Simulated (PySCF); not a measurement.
Record of a relaxation.

Species: Ta(NH)(OSiH3)3 (singlet state).
Bonds: Ta1–N2, Ta1–O4, Ta1–O9, Ta1–O14, O4–Si5, O9–Si10, O14–Si15. Hydrogens: H3 on N2; H6, H7, H8 on Si5; H11, H12, H13 on Si10; H16, H17, H18 on Si15.

Computed by this run: PySCF 2.14.0, PBE0-D3(BJ)/def2-SVP geometry optimisation, gas phase, def2 core potentials past Kr; density fitting, grid level 1; the optimiser is geomeTRIC in internal coordinates, started from a GFN2-xTB structure with every atom displaced at random (about 0.03 Å). 6 of its 12 geometries are shown. The frame can shift and turn from step to step; on so coarse a grid that alone can change the energy by a few meV, and forces under 0.02 eV/Å are noise.

Step 0: E = -32953.8430 eV, largest atomic force 4.991 eV/Å
```
atom  x, y, z in Å  |  force x, y, z in eV/Å
Ta1     0.122   -0.065    0.474   -2.160   2.204  -0.814
N2      0.431   -0.117    2.205    0.001  -0.315  -1.370
H3      0.607   -0.177    3.170    0.284  -0.054   1.532
O4      1.546   -0.839   -0.549   -4.000   2.294   1.908
Si5     2.712   -1.672   -1.152    3.733  -0.792  -0.650
H6      2.909   -2.826   -0.290    0.276  -0.817   0.214
H7      3.898   -0.743   -1.076    0.130  -0.391  -0.187
H8      2.432   -2.004   -2.519   -0.158  -0.471  -1.127
O9     -0.052    1.873    0.027    0.306  -4.635   0.415
Si10   -0.017    3.462   -0.105   -0.161   1.201  -0.067
H11     0.110    4.004    1.247    0.160   0.555   0.452
H12    -1.259    3.880   -0.737   -0.724   0.428  -0.216
H13     1.051    3.843   -1.020    0.700   0.365  -0.267
O14    -1.653   -0.861    0.148    3.560   1.583   0.159
Si15   -2.957   -1.803    0.076   -1.427   1.048   0.375
H16    -3.348   -2.028    1.476   -0.362  -0.491   0.284
H17    -2.606   -2.956   -0.684    0.051  -1.346  -0.624
H18    -3.984   -0.954   -0.613   -0.208  -0.367  -0.017
```

Step 2: E = -32954.7173 eV, largest atomic force 0.796 eV/Å
```
atom  x, y, z in Å  |  force x, y, z in eV/Å
Ta1     0.066    0.028    0.473   -0.282   0.541   0.185
N2      0.427   -0.125    2.206   -0.037  -0.035  -0.333
H3      0.634   -0.225    3.196   -0.045   0.038  -0.202
O4      1.487   -0.791   -0.534   -0.396   0.161   0.144
Si5     2.750   -1.684   -1.136    0.206  -0.301  -0.169
H6      2.961   -2.924   -0.318   -0.077   0.131  -0.042
H7      4.017   -0.893   -1.130   -0.063   0.075   0.048
H8      2.454   -2.084   -2.554   -0.025   0.063   0.180
O9     -0.070    1.913    0.024    0.088  -0.785   0.102
Si10   -0.017    3.571   -0.095   -0.015   0.106  -0.058
H11     0.151    4.191    1.257    0.002  -0.050  -0.070
H12    -1.286    4.078   -0.717    0.089  -0.094   0.088
H13     1.126    3.971   -0.979   -0.059  -0.054   0.102
O14    -1.634   -0.821    0.130    0.440   0.077  -0.038
Si15   -2.971   -1.817    0.082    0.032  -0.094   0.013
H16    -3.413   -2.182    1.464    0.085   0.012  -0.043
H17    -2.639   -3.065   -0.687    0.001   0.147   0.110
H18    -4.101   -1.124   -0.604    0.055   0.062  -0.017
```

Step 4: E = -32954.7635 eV, largest atomic force 0.370 eV/Å
```
atom  x, y, z in Å  |  force x, y, z in eV/Å
Ta1     0.045    0.045    0.438    0.150  -0.098   0.324
N2      0.412   -0.122    2.165   -0.043   0.013  -0.179
H3      0.621   -0.221    3.149    0.006   0.005   0.029
O4      1.445   -0.783   -0.568   -0.121   0.014  -0.071
Si5     2.725   -1.680   -1.133    0.033   0.024   0.049
H6      2.904   -2.897   -0.290    0.013  -0.017   0.009
H7      3.966   -0.853   -1.092    0.010  -0.005  -0.003
H8      2.447   -2.089   -2.540    0.001  -0.009  -0.024
O9     -0.072    1.897   -0.002    0.003   0.088  -0.095
Si10   -0.003    3.556   -0.082    0.005   0.020   0.032
H11     0.173    4.133    1.282    0.002   0.006   0.015
H12    -1.270    4.066   -0.682   -0.018   0.010  -0.001
H13     1.147    3.956   -0.945    0.015   0.005  -0.005
O14    -1.620   -0.818    0.087   -0.021  -0.046  -0.127
Si15   -2.948   -1.819    0.080   -0.015   0.019   0.041
H16    -3.334   -2.170    1.478   -0.009  -0.004   0.007
H17    -2.614   -3.064   -0.671   -0.002  -0.023  -0.009
H18    -4.079   -1.120   -0.595   -0.007  -0.001   0.007
```

Step 7: E = -32954.7879 eV, largest atomic force 0.188 eV/Å
```
atom  x, y, z in Å  |  force x, y, z in eV/Å
Ta1    -0.006    0.029    0.269    0.043  -0.002  -0.182
N2      0.361   -0.169    1.988   -0.004   0.020   0.118
H3      0.573   -0.263    2.973    0.002  -0.022  -0.007
O4      1.367   -0.809   -0.760    0.167  -0.081  -0.033
Si5     2.764   -1.656   -1.111   -0.124   0.082   0.049
H6      2.899   -2.822   -0.189    0.007   0.007   0.003
H7      3.941   -0.751   -0.955    0.008  -0.014  -0.004
H8      2.688   -2.143   -2.519    0.008   0.003   0.000
O9     -0.073    1.895   -0.152   -0.032   0.023   0.011
Si10    0.041    3.553   -0.014    0.002  -0.069   0.038
H11     0.234    3.940    1.415   -0.006  -0.007  -0.007
H12    -1.215    4.168   -0.532    0.014   0.011  -0.007
H13     1.207    4.029   -0.815   -0.015   0.006  -0.011
O14    -1.656   -0.853   -0.123   -0.047   0.049   0.021
Si15   -2.995   -1.815    0.106   -0.018  -0.036   0.010
H16    -3.202   -2.076    1.561   -0.006   0.020  -0.007
H17    -2.795   -3.115   -0.601    0.007   0.012  -0.005
H18    -4.189   -1.123   -0.462   -0.006  -0.002   0.014
```

Step 9: E = -32954.7972 eV, largest atomic force 0.116 eV/Å
```
atom  x, y, z in Å  |  force x, y, z in eV/Å
Ta1    -0.019   -0.017    0.124    0.008   0.054  -0.102
N2      0.333   -0.226    1.846    0.002   0.006   0.009
H3      0.541   -0.333    2.830   -0.005  -0.010  -0.008
O4      1.372   -0.844   -0.898    0.010   0.015   0.043
Si5     2.833   -1.626   -1.081    0.019  -0.019  -0.009
H6      2.935   -2.752   -0.105   -0.003   0.003  -0.003
H7      3.951   -0.665   -0.847   -0.004   0.005   0.000
H8      2.921   -2.161   -2.471   -0.003  -0.001   0.006
O9     -0.084    1.857   -0.266   -0.017  -0.081   0.018
Si10    0.036    3.493    0.025    0.001   0.028   0.005
H11     0.231    3.741    1.484    0.002   0.001  -0.001
H12    -1.215    4.165   -0.434    0.001  -0.007   0.004
H13     1.198    4.042   -0.735    0.001  -0.004   0.006
O14    -1.692   -0.861   -0.263    0.000   0.020   0.030
Si15   -3.045   -1.751    0.133   -0.028  -0.016   0.002
H16    -3.123   -1.934    1.613    0.006  -0.003  -0.003
H17    -2.967   -3.084   -0.533    0.003   0.005   0.005
H18    -4.261   -1.029   -0.344    0.007   0.004  -0.004
```

Step 11: E = -32954.7982 eV, largest atomic force under 0.02 eV/Å
```
atom  x, y, z in Å  |  force x, y, z in eV/Å
Ta1    -0.016   -0.023    0.089    0.004   0.005   0.018
N2      0.330   -0.234    1.812    0.002   0.003  -0.015
H3      0.533   -0.349    2.796   -0.003  -0.001   0.002
O4      1.386   -0.848   -0.919   -0.006   0.013   0.005
Si5     2.852   -1.627   -1.074    0.012  -0.009  -0.004
H6      2.945   -2.742   -0.086   -0.001  -0.001   0.000
H7      3.962   -0.658   -0.833   -0.001   0.002  -0.001
H8      2.962   -2.174   -2.457   -0.001  -0.003   0.000
O9     -0.091    1.851   -0.286    0.002   0.000  -0.010
Si10    0.024    3.482    0.036    0.001   0.001   0.003
H11     0.219    3.702    1.500    0.001   0.001   0.002
H12    -1.229    4.157   -0.409   -0.002   0.000   0.002
H13     1.185    4.048   -0.712    0.002   0.001   0.002
O14    -1.697   -0.857   -0.286   -0.014  -0.013  -0.002
Si15   -3.052   -1.732    0.136    0.004   0.006   0.000
H16    -3.108   -1.905    1.618    0.001  -0.003   0.000
H17    -2.994   -3.071   -0.521   -0.001  -0.002  -0.001
H18    -4.267   -1.002   -0.328    0.000   0.000  -0.003
```

Task: Summarise the path.

Result: The energy falls by 92.16 kJ/mol from step 0 to step 11; nine tenths of that is first reached at step 2. It falls at every step. The largest force goes from 4.991 to under 0.02 eV/Å. Among the bonds O4–Si5 changes most, from 1.554 to 1.667 Å; the atoms move by 0.361 Å rms after alignment.

Task: Follow the three bonds and two angles with the largest change from start to end.

Result: 
| step | E above end (kJ/mol) | largest force (eV/Å) | O4–Si5 (Å) | Ta1–O9 (Å) | O9–Si10 (Å) | Ta1–O4–Si5 (°) | Ta1–O14–Si15 (°) |
| --- | --- | --- | --- | --- | --- | --- | --- |
| 0 | 92.16 | 4.991 | 1.554 | 1.997 | 1.594 | 168.7 | 166.5 |
| 1 | 15.99 | 1.624 | 1.638 | 1.853 | 1.645 | 169.0 | 166.8 |
| 2 | 7.81 | 0.796 | 1.660 | 1.943 | 1.663 | 168.7 | 166.8 |
| 3 | 4.03 | 0.409 | 1.660 | 1.918 | 1.662 | 168.2 | 166.4 |
| 4 | 3.35 | 0.370 | 1.663 | 1.906 | 1.663 | 167.5 | 165.9 |
| 5 | 2.82 | 0.221 | 1.666 | 1.907 | 1.665 | 166.5 | 165.1 |
| 6 | 1.73 | 0.238 | 1.671 | 1.911 | 1.667 | 162.9 | 161.9 |
| 7 | 1.00 | 0.188 | 1.671 | 1.915 | 1.667 | 159.5 | 158.9 |
| 8 | 0.31 | 0.216 | 1.669 | 1.915 | 1.666 | 153.8 | 153.7 |
| 9 | 0.10 | 0.116 | 1.668 | 1.915 | 1.666 | 153.9 | 153.8 |
| 10 | 0.01 | 0.045 | 1.667 | 1.912 | 1.666 | 153.7 | 153.5 |
| 11 | 0.00 | under 0.02 | 1.667 | 1.913 | 1.667 | 153.5 | 153.3 |

What follows is the cost of the whole optimisation. The run took 4.5 min on Arm Neoverse V2, one thread, shared host, and the process peaked at 0.88 GiB of memory.
